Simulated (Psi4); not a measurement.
A dimer, C2H7AlO ··· H3N (SMILES [CH3][Al]([CH3])[OH] and N); the first 11 atoms form monomer A.

```
15

Al     0.3015    -0.0818     0.2064
C     -1.1733    -1.3633     0.1857
H     -0.8397    -2.3378    -0.1829
H     -2.0065    -1.0370    -0.4407
H     -1.5598    -1.5314     1.1953
C      0.2971     1.6005    -0.7873
H      1.1452     1.6505    -1.4766
H      0.3990     2.4544    -0.1109
H     -0.6157     1.7437    -1.3697
O      1.6455    -0.4460     1.1288
H      2.4068    -0.6517     1.6521
N      3.0023    -3.1716    -5.1266
H      2.4293    -3.1627    -5.9626
H      3.8871    -2.7369    -5.3623
H      3.1929    -4.1414    -4.9016
```

Problem. What interaction energy does SAPT0/jun-cc-pVDZ, frozen core (Psi4) give, and which attractive term is the largest?

Solution. Total -0.24 kcal/mol: electrostatics -0.20, exchange 0.00, induction -0.01, dispersion -0.02. The most attractive term is electrostatics.
